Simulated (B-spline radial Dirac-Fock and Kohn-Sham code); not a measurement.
**Cross section and asymmetry of the 3s subshell of Cl⁵⁺**

System: the Cl⁵⁺ ion, configuration [Ne] 3s2. The computed 3s threshold is 94.96 eV; without correlation, outer thresholds are uncertain by 1 to 2 eV.

The run's input, task.json:

```json
{"items": [{
  "Z": 17,
  "q": 5,
  "cfg": [[1, 0, 2], [2, 0, 2], [2, 1, 6], [3, 0, 2]],
  "A": 35,
  "rrms": 3.3654,
  "do": ["binding", "quiet", "photo", "scan"],
  "hv": [35.6, 60, 67.4, 80, 304.0, 376.0, 380.0, 2000, 4000, 6000, 15000, 18600.0, 20600.0, 23200.0, 40000, 59318.2]
}]}
```

Run with: `python xray_run.py task.json out`

Method: independent-particle photoionisation in a Dirac-Hartree-Slater potential with a Latter tail, all multipoles, thresholds from Dirac-Fock ΔSCF. Computed with an atomic code on a B-spline grid. Interchannel coupling and autoionising resonances are not included, so magnitudes near threshold are approximate.

```csv
kinetic energy (eV),σ (Mb),β
1.5,0.386,2.00
2.3,0.383,2.00
3.7,0.380,2.00
5.7,0.374,2.00
9.0,0.365,2.00
14.0,0.351,2.00
21.9,0.330,2.00
34.2,0.299,2.00
53.5,0.255,2.00
83.7,0.201,2.00
130.9,0.141,2.00
204.6,0.0869,2.00
319.9,0.0464,2.00
```

The cross section shows no minimum in this range. It is largest at the lowest energy, 0.386 Mb. β stays at 2.00.
